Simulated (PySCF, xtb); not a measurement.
1-(chloromethyl)-1-fluorocyclopropane (C₄H₆ClF), SMILES FC1(CCl)CC1.

GFN2-xTB (xtb 6.7.1) at its own geometry gives an orbital gap of 6.59 eV and a dipole moment of 2.91 D.

Geometry optimised at PBE-D3(BJ)/def2-SVP. The values are those of a single conformer.

### Question
What does ωB97X/def2-TZVP (PySCF) give? (The exact figures need the calculation; the answer reports its results.)

### Answer
gap 13.48 eV (levels -10.67 and 2.81 eV), dipole 2.84 D.
